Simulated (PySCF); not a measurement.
Breaking a bond: BH, singlet.

- UKS-B3LYP/6-311+G** = unrestricted B3LYP/6-311+G**, spherical d (PySCF)
- UKS-B3LYP/3-21G = unrestricted B3LYP/3-21G in PySCF
- RKS-B3LYP/3-21G = PySCF 2.14.0 with restricted B3LYP/3-21G
- UCCSD(T) = CCSD(T) on UHF/cc-pVTZ, 1 core orbital frozen (PySCF 2.14.0)

Energies relative to the lowest point of each curve near equilibrium, in kJ/mol; the last columns give the difference from UCCSD(T):

```csv
R / Å,UKS-B3LYP/6-311+G**,UKS-B3LYP/3-21G,RKS-B3LYP/3-21G,UCCSD(T),UKS-B3LYP/6-311+G** − UCCSD(T),UKS-B3LYP/3-21G − UCCSD(T),RKS-B3LYP/3-21G − UCCSD(T)
0.98,92.3,104.0,106.5,95.5,-3.2,8.5,11.0
1.05,42.0,49.0,50.6,43.8,-1.8,5.1,6.8
1.12,14.1,17.7,18.6,14.9,-0.8,2.8,3.7
1.18,2.8,4.4,4.7,3.1,-0.3,1.3,1.6
1.21,0.5,1.2,1.4,0.6,-0.1,0.6,0.8
1.24,0.0,0.0,0.0,0.0,0.0,0.0,0.0
1.27,1.1,0.4,0.2,1.0,0.1,-0.6,-0.7
1.32,5.7,3.9,3.6,5.5,0.2,-1.6,-1.9
1.37,13.2,10.3,10.0,13.0,0.2,-2.7,-3.0
1.44,27.2,22.6,22.3,26.9,0.3,-4.3,-4.6
1.55,54.5,47.3,47.0,53.9,0.6,-6.6,-6.9
1.66,85.2,75.4,75.1,84.0,1.2,-8.5,-8.8
1.87,145.4,132.9,132.6,142.2,3.2,-9.3,-9.6
2.06,197.2,184.9,184.6,192.2,5.0,-7.2,-7.5
2.22,237.0,226.5,226.4,229.5,7.5,-3.0,-3.1
2.48,283.2,274.2,287.8,279.5,3.7,-5.3,8.3
2.75,310.5,302.3,341.7,315.6,-5.1,-13.3,26.1
3.03,327.1,318.8,387.5,335.1,-8.0,-16.3,52.4
3.35,337.7,329.0,429.1,343.5,-5.7,-14.5,85.6
3.75,344.3,335.0,467.7,346.6,-2.3,-11.6,121.1
4.37,347.9,338.0,505.4,347.7,0.1,-9.7,157.7
4.98,348.7,338.6,524.6,348.0,0.7,-9.3,176.6
```

UKS-B3LYP/6-311+G** is furthest from UCCSD(T) at 3.03 (-8.0 kJ/mol, below); its mean absolute difference over the points is 2.3 kJ/mol.

UKS-B3LYP/3-21G is furthest from UCCSD(T) at 3.03 (-16.3 kJ/mol, below); its mean absolute difference over the points is 6.5 kJ/mol.

RKS-B3LYP/3-21G is furthest from UCCSD(T) at 4.98 (176.6 kJ/mol, above); its mean absolute difference over the points is 31.7 kJ/mol.

The unrestricted determinant behind UKS-B3LYP/6-311+G** is spin-contaminated at 0.98 to 1.27, 2.22 to 4.98 Å (<S²> up to 1.0, against 0.00 for a pure singlet). The unrestricted determinant behind UKS-B3LYP/3-21G is spin-contaminated at 0.98 to 1.32, 2.22 to 4.98 Å (<S²> up to 1.0, against 0.00 for a pure singlet). The restricted form behind RKS-B3LYP/3-21G keeps the bonding electrons paired and can't separate into open-shell fragments. The unrestricted determinant behind UCCSD(T) is spin-contaminated at 0.98 to 4.98 Å (<S²> up to 1.0, against 0.00 for a pure singlet).
